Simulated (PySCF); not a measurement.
**`CC[C@H](C)CNC`, C$_{6}$H$_{15}$N**

Geometry:
```
atom   x (Å)   y (Å)   z (Å)
  C1  -2.141   0.150   1.109
  C2  -1.607  -0.447  -0.188
  C3  -0.440   0.344  -0.787
  C4  -0.115  -0.178  -2.187
  C5   0.797   0.312   0.119
  N6   1.173  -1.040   0.488
  C7   2.311  -1.078   1.378
  H8  -1.403   0.070   1.902
  H9  -2.396   1.200   0.974
 H10  -3.036  -0.381   1.426
 H11  -1.276  -1.468   0.000
 H12  -2.415  -0.479  -0.923
 H13  -0.740   1.395  -0.880
 H14  -0.956  -0.011  -2.856
 H15   0.753   0.335  -2.597
 H16   0.090  -1.246  -2.166
 H17   0.581   0.850   1.047
 H18   1.621   0.851  -0.385
 H19   1.382  -1.571  -0.352
 H20   3.207  -0.580   0.971
 H21   2.043  -0.580   2.311
 H22   2.559  -2.115   1.597
```

Computed, not measured: GIAO HF/pcSseg-1 magnetisability, rotational g tensor and spin-rotation constants, non-relativistic, gas phase in PySCF 2.14.0. Geometry: GFN2-xTB.

**Question.** What are the magnetisability and the molar susceptibility?

**Answer.** Isotropic -1433 × 10⁻³⁰ J/T², or -86.3 × 10⁻⁶ cm³/mol; principal values -1475, -1437, -1386 × 10⁻³⁰ J/T², anisotropy 77 × 10⁻³⁰ J/T² (root of half the summed squared differences of the principal values). The susceptibility is in cgs units.

**Question.** Split it along the inertial axes a, b, c into diamagnetic and paramagnetic parts about the centre of mass, with the quadrupole moment.

**Answer.** 
| axis | χ (10⁻⁶ cm³/mol) | diamagnetic (10⁻⁶ cm³/mol) | paramagnetic (10⁻⁶ cm³/mol) | summed x² of all electrons (Å²) | quadrupole Θ (D Å) |
| --- | --- | --- | --- | --- | --- |
| a | -86.7 | -534.9 | 448.2 | 166.4 | +2.30 |
| b | -87.9 | -840.8 | 752.9 | 94.3 | -1.62 |
| c | -84.2 | -1105.7 | 1021.6 | 31.8 | -0.68 |

Anisotropies 2χaa − χbb − χcc = -1.4 and 2χbb − χaa − χcc = -5.0 × 10⁻⁶ cm³/mol. Θ is traceless in Buckingham's convention.

**Question.** And the rotational g tensor?

**Answer.** 
```tsv
axis	rotational constant (GHz)	g	nuclear part	electronic part
a	3.1186	+0.0013	0.6579	-0.6566
b	1.7578	+0.0036	0.6254	-0.6217
c	1.2950	0.0000	0.6215	-0.6215
```
Asymmetric top; isotopes 12C, 1H, 14N; no vibrational averaging.
